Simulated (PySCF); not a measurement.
Species: C5H3ClOS.
SMILES with atom numbers: `[O:1]=[C:2]([Cl:3])[c:4]1[cH:5][cH:6][cH:7][s:8]1` (hydrogens: H9 on C5; H10 on C6; H11 on C7)

The geometry is computed with GFN2-xTB (gas phase).

Problem. Give the optimised bond lengths and angles.

Solution. 
```
  bond  length (bohr)
 O1=C2          2.250
C2–Cl3          3.367
 C2–C4          2.712
 C4–C5          2.602
 C5–C6          2.646
 C6–C7          2.582
 C7–S8          3.225
 C4–S8          3.288
 C5–H9          2.030
C6–H10          2.031
C7–H11          2.027
```

A selection of angles:
```
    angle  degrees
O1–C2–Cl3    119.5
 O1–C2–C4    128.4
Cl3–C2–C4    112.2
 C2–C4–C5    130.6
 C2–C4–S8    118.2
 C5–C4–S8    111.3
 C4–C5–C6    112.6
 C5–C6–C7    112.5
 C6–C7–S8    112.9
 C4–S8–C7     90.7
```

Dihedral angles: O1–C2–C4–C5 180° (antiperiplanar).

The 2 C–S bonds span 1.706 Å (C7–S8, aromatic) to 1.740 Å (C4–S8, aromatic), a spread of 0.034 Å. Of the pairs four or more bonds apart, Cl3···H9 is among the closest relative to their van der Waals radii: 2.73 Å, 93 % of the sum of Bondi's values. The 5-membered ring C4–C5–C6–C7–S8 has internal angles of 90.7° to 112.9°; it is planar, 0.00 Å rms from its mean plane, widest ring torsion 0°. The C–C distances run from 1.366 Å (C6–C7, aromatic) to 1.435 Å (C2–C4, drawn single), a spread of 0.069 Å. The 8 heavy atoms lie in one plane (0.000 Å rms).

Point group: Cs (every atom within 0.08 Å of its image). Not checked by GFN2-xTB frequencies. The numbers are those of one conformer.
